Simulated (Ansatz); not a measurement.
Molecule: C4H9F, charge 1, multiplicity 2. 
Coordinates optimised at B3LYP-D3(BJ)/def2-TZVP (Ansatz, a first-principles code):
```xyz
14

C      2.3491    -0.0272     0.0880
C      1.0090    -0.6093    -0.1025
C     -0.1074     0.8067    -0.2723
C     -1.4487     0.2010    -0.4205
F     -1.8961    -0.3792     0.7212
H      2.7448     0.4981    -0.7814
H      2.4649     0.5563     0.9993
H      2.9957    -0.9298     0.2042
H      0.5352    -1.0756     0.7599
H      0.8467    -1.1482    -1.0319
H      0.0688     1.3334     0.6618
H      0.2560     1.3308    -1.1522
H     -2.0802     1.1011    -0.6413
H     -1.5786    -0.4810    -1.2652
```
Charge +1, spin multiplicity 2.

Total electronic energies in hartree. Cores are frozen in the correlated levels unless marked. UHF or UKS for open shells. No spin-orbit coupling. Non-relativistic. CBS marks a two-point X^-3 extrapolation of the correlation energy; Hartree-Fock from the larger set.

```tsv
level	program	energy (Eh)
HF/STO-3G	Ansatz	-252.57204
RI-HF/aug-cc-pVQZ	Ansatz	-255.90596
PBE/def2-TZVPD	Ansatz	-257.09269
revPBE-D4/def2-TZVPD	Ansatz + dftd4	-257.35711
B3LYP-D3(BJ)/def2-TZVPD	Ansatz + dftd3	-257.43125
PBE0/STO-3G	Ansatz	-253.75961
HSE06/def2-TZVPD	Ansatz	-257.09913
LC-wPBE-D4/def2-TZVPD	Ansatz + dftd4	-257.25469
LC-wPBE/def2-TZVPD	Ansatz	-257.24709
wB97M-V/def2-TZVPD	Ansatz	…
wB97X-V/def2-TZVPD	Ansatz	-257.32182
B2GP-PLYP-D3(BJ)/def2-TZVPD	Ansatz + dftd3	-257.14065
B2GP-PLYP-D4/def2-TZVPD	Ansatz + dftd4	-257.13902
RPA@PBE/cc-pVQZ	Ansatz	-257.49730
MP2/cc-pwCVTZ	Ansatz	-256.81482
RI-MP2/CBS(cc-pVTZ,cc-pVQZ)	Ansatz	-256.9279
SCS-MP2/6-31G	Ansatz	-256.15697
SCS-MP2/cc-pVDZ	Ansatz	-256.52794
SCS-MP2/aug-cc-pVTZ	Ansatz	-256.81994
SCS-MP2/cc-pwCVTZ	Ansatz	-256.81691
CCSD/6-31G	Ansatz	-256.20915
CCSD(T)/aug-cc-pVTZ	Ansatz	-256.90746
CCSD(T)/CBS(cc-pVTZ,cc-pVQZ)	Ansatz	-257.0079
```

Some entries are withheld; supply them.


- wB97M-V/def2-TZVPD, energy (Eh): -257.27614
